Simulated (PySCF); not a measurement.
## Ca: excitation energy

Ca [Ar] 4s2 (1S) → Ca [Ar] 3d2 (3F), as a difference of total energies. All numbers are calculated (PySCF 2.14, the non-relativistic Hamiltonian (point nucleus), in dyall-av2z). Correlated levels: valence: [Ar] frozen; virtual orbitals above 40 to 60 times the deepest correlated orbital energy dropped. The calculations carry no spin-orbit coupling.

```json
{"method": "UHF", "excitation energy (eV)": "6.560"}
{"method": "MP2 (valence)", "excitation energy (eV)": "7.013"}
{"method": "SCS-MP2 (valence)", "excitation energy (eV)": "7.165"}
{"method": "CCSD (valence)", "excitation energy (eV)": "7.189"}
```

Q: How much does correlation contribute at MP2 (valence)?

A: 7.013 − (6.560) = 0.453 eV, measured against UHF.

The upper state lies above the first ionisation limit, where it may autoionise and the basis confines it.

With two correlated electrons CCSD is exact in that space.
